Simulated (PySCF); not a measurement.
A side-by-side comparison of computed properties.

First species: C₄H₉FO₂Si₂.
Geometry (GFN2-xTB, Å), atoms numbered from 1 in this order:
```xyz
18
C4H9FO2Si2 angstrom
C     -3.0697   -0.8222   -0.2986
O     -1.7300   -0.9339   -0.7303
C     -1.0345    0.2737   -0.7269
C      0.3442    0.0146   -1.2750
C      1.3576    0.1978   -0.4331
Si     3.1597   -0.0953   -0.8303
F      3.9701    0.3215    0.5021
Si     0.5862    0.7689    1.2015
O     -0.9257    0.8045    0.5617
H     -3.6426   -0.1773   -0.9756
H     -3.1199   -0.4137    0.7142
H     -3.4762   -1.8307   -0.3152
H     -1.5809    1.0225   -1.3360
H      0.4050   -0.3350   -2.2935
H      3.6725    0.7906   -1.8679
H      3.4912   -1.4982   -1.0398
H      0.6846   -0.2175    2.2718
H      0.8998    2.1358    1.5943
```

Second species: C6H9FSSi.
InChI=1S/C6H9FSSi/c1-3-4-5(2)6(7)9-8/h8H,9H2,1-2H3/b6-5-

Levels: PBE0/pcSseg-1 for dipole moment, HOMO energy, LUMO energy and HOMO–LUMO gap; GFN2-xTB for rotational constant A and rotational constant C. Geometries: GFN2-xTB. Each structure is a single optimised conformer of the isolated species, non-relativistic unless stated. Electronic properties by PySCF.

Dipoles, sizes and rotational constants follow the conformer. The torsions of the flexible species, by atom-mapped SMILES:
- `[CH3:1][O:2][C@@H:3]1[CH:4]=[C:5]([SiH2:6][F:7])[SiH2:8][O:9]1`: C1–O2–C3–C4 -177°, C4–C5–Si6–F7 178°
- `[CH3:1][C:2]#[C:3]/[C:4]([CH3:5])=[C:6](/[F:7])[SiH2:8][SH:9]`: C4–C6–Si8–S9 -54°, H–S9–Si8–C6 -50°

```csv
property,column X,column Y
dipole moment,1.72 D,2.06 D
HOMO energy,-6.65 eV,-7.98 eV
LUMO energy,-1.11 eV,-1.08 eV
HOMO–LUMO gap,5.54 eV,6.90 eV
rotational constant A,1.097 GHz,2.770 GHz
rotational constant C,0.569 GHz,0.529 GHz
```

(1) Which column belongs to which species?

(2) How does each property change from the first species to the second?

## Answers

(1) Column X is the second species and column Y the first. The first has 18 atoms and 86 electrons, the second 18 and 84.

(2) dipole moment -0.34 D; HOMO energy +1.33 eV; LUMO energy -0.03 eV; HOMO–LUMO gap -1.36 eV; rotational constant A -1.673 GHz; rotational constant C +0.040 GHz.

On the first: In atomic units the dipole is 0.81 e·bohr (1 au = 2.5417 D).

On the second: In atomic units the dipole is 0.68 e·bohr (1 au = 2.5417 D). A dipole of 1.72 D is allowed in C1, and pure rotational transitions are dipole-allowed.
